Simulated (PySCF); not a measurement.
## Telling isomers of C7H11P apart by NMR

[PySCF: geometry from GFN2-xTB; shieldings: GIAO PBE0/pcSseg-1; averaged over atoms made equivalent by symmetry, fast rotation or ring inversion; one conformer; no solvent model; relativity neglected]

References, each an isolated molecule treated in the same way: ¹H, ¹³C against TMS. Splittings of carbon signals by F and P are missing where no couplings were computed. Where no couplings were computed, multiplicities follow the n + 1 count of equivalent neighbours, and m marks all less simple cases (inequivalent or close neighbours, rings, F or P nearby). Shifts are as computed. Against solution values, carbons near 30 ppm lie about +3 ppm off and those near 130 ppm about +5 ppm. Of 1211 compounds with measured shifts, 218 miss one by over three times the rms of a fit or turn the order of signals round; such compounds aren't used in these exercises.

(1) Tabulate the signals of `Cc1cp(C)cc1C`, `C1=CCP(C2CC2)C1`, `C=C/C(C)=P/C1CC1`, `C=CCP1CC=CC1` and their relative energies.

(2) What is the quickest way to tell C1=CCP(C2CC2)C1 from C=C/C(C)=P/C1CC1?

(3) What is the quickest way to tell Cc1cp(C)cc1C from C1=CCP(C2CC2)C1?

(4) What is the quickest way to tell C=C/C(C)=P/C1CC1 from C=CCP1CC=CC1?

## Answers

(1) 
```tsv
SMILES	carbon types	δC	δH	E rel. (kcal/mol)
Cc1cp(C)cc1C	2×C 2×CH 3×CH3	154.8, 144.2, 20.5, 13.3	6.61 (m, 2H), 2.23 (s, 6H), 1.22 (m, 3H)	0.0
C1=CCP(C2CC2)C1	3×CH 4×CH2	137.3, 38.8, 13.2, 5.5	6.15 (m, 2H), 2.64 (m, 4H), 0.81 (m, 1H), 0.61 (m, 2H), 0.32 (m, 2H)	15.8
C=C/C(C)=P/C1CC1	1×C 2×CH 3×CH2 1×CH3	214.2, 149.9, 116.1, 21.2, 14.0, 8.3	7.29 (m, 1H), 5.57 (m, 1H), 5.32 (m, 1H), 2.64 (m, 3H), 1.18 (m, 1H), 1.02 (m, 2H), 0.53 (m, 2H)	36.7
C=CCP1CC=CC1	3×CH 4×CH2	144.1, 136.9, 122.9, 39.1, 36.5	6.13 (m, 1H), 6.04 (m, 2H), 5.33 (m, 1H), 5.18 (m, 1H), 2.50 (m, 4H), 2.14 (m, 2H)	14.3
```

Energies are electronic energies at PBE0/pcSseg-1 on these geometries, without zero-point or thermal terms, each for the one conformer computed, which needn't be the lowest.

(2) Count the carbon signals: 4 against 6. The first has an allylic sp3 CH2 bonded to P at 38.8 ppm, the second a carbon double-bonded to a heavier main-group atom (C) at 214.2 ppm. Their most deshielded carbons lie at 137.3 and 214.2 ppm. In the proton spectra the most deshielded non-exchanging signals are 6.15 (m, 2H) and 7.29 (m, 1H).

(3) Both give the same number of carbon signals, but DEPT or the intensities differ. The first has a unsaturated ring carbon (C) at 154.8 ppm, the second an allylic sp3 CH2 bonded to P at 38.8 ppm. Their most deshielded carbons lie at 154.8 and 137.3 ppm. In the proton spectra the most deshielded non-exchanging signals are 6.61 (m, 2H) and 6.15 (m, 2H).

(4) Count the carbon signals: 6 against 5. The first has a carbon double-bonded to a heavier main-group atom (C) at 214.2 ppm, the second an allylic sp3 CH2 bonded to P at 39.1 ppm. Their most deshielded carbons lie at 214.2 and 144.1 ppm. In the proton spectra the most deshielded non-exchanging signals are 7.29 (m, 1H) and 6.13 (m, 1H).
